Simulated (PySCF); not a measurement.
An unknown gives this computed stick spectrum. Computed with TDDFT CAM-B3LYP/def2-SVPD, vertical, gas phase, core orbitals frozen in the response (PySCF 2.14.0, density-fitted response routines). Geometries: GFN2-xTB, one conformer each.

```csv
state,E (eV),f
S1,4.38,0.0006
S2,4.63,0.0001
S3,5.19,0.0054
S4,5.38,0.016
S5,5.47,0.023
S6,5.56,0.028
S7,5.82,0.019
S8,5.87,0.058
```

Orbital energies (eV): HOMO-3 -9.19, HOMO-2 -9.14, HOMO-1 -8.59, HOMO -7.88, LUMO -0.43, LUMO+1 -0.08, LUMO+2 0.43.

**Question.** Which candidate is it?
A. `C/C=C1\[SiH2]C[C@H]1F`
B. `[SiH3][Si@@]1([SiH2]S)[SiH2]CS1`
C. `NCC#CC1=CC[SiH2]1`

**Answer.** B. Its S1, at 4.38 eV, is the lowest among the candidates; the nearest of the others has S1 at 5.00 eV. S1 is HOMO→LUMO (90%). Löwdin shares by element: HOMO sulfur 61% or more, silicon 15% or more, carbon 9%; LUMO silicon 42% or more, sulfur 19% (atoms not listed hold the other 39%). At the same level the other candidates give, for their lowest levels:
- `C/C=C1\[SiH2]C[C@H]1F`: 6.13 eV (f 0.009); 6.39 eV (f 0.362); 6.73 eV (f 0.001); 6.85 eV (f 0.017); 7.25 eV (f 0.004); T1 3.96 eV; HOMO -8.74, LUMO 0.44 eV
- `NCC#CC1=CC[SiH2]1`: 5.00 eV (f 0.001); 5.34 eV (f 0.207); 5.61 eV (f 0.000); 6.24 eV (f 0.000); 6.36 eV (f 0.020); T1 3.39 eV; HOMO -7.86, LUMO 0.34 eV

The values belong to the conformer `[SiH3:1][Si@@:2]1([SiH2:3][SH:4])[SiH2:5][CH2:6][S:7]1`: Si1–Si2–Si3–S4 56°, H–S4–Si3–Si2 -178°.
Triplets come from the Tamm–Dancoff approximation.
